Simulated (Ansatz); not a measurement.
`CBCO` + `N[SiH3]` → `CBN[SiH3]` + CH₃OH  (ligand exchange at a B–C bond)

Isolated molecules relaxed with PBE0-D4/def2-TZVP in Ansatz; ΔE leaves out vibrations. CCSD(T)/CBS adds triple-zeta CCSD(T) − MP2 to the extrapolated MP2 energy (def2 sets, frozen cores). This one scheme is used for every species. DFT in def2-TZVPP. HSE06 is defined as in plane-wave codes. Each species was taken in one conformer, which may not be the lowest.

```tsv
level	ΔE (kJ/mol)	difference from CCSD(T)/CBS
LDA (SPW92)	-127.2	6.0
revPBE-D4	-129.2	4.0
PBE-QIDH	-132.2	1.0
r2SCAN	-128.4	4.8
PBE0	-126.6	6.6
HSE06	-126.7	6.5
RPA@PBE/def2-TZVPP	-137.6	-4.4
CCSD(T)/def2-SVP	-152.8	-19.6
SCS-MP2/def2-TZVPP	-137.5	-4.3
CCSD/def2-TZVPP	-134.4	-1.2
CCSD(T)/CBS	-133.2	0
```

Largest T1 diagnostic among the species: 0.012.

In def2-TZVPP, CCSD(T) changes the Hartree–Fock value by −3.0 kJ/mol (the triples alone add −1.3 kJ/mol) and MP2 by −4.9 kJ/mol. At CCSD(T), def2-SVP lies −19.6 kJ/mol from the extrapolated value and def2-TZVPP −2.5 kJ/mol.
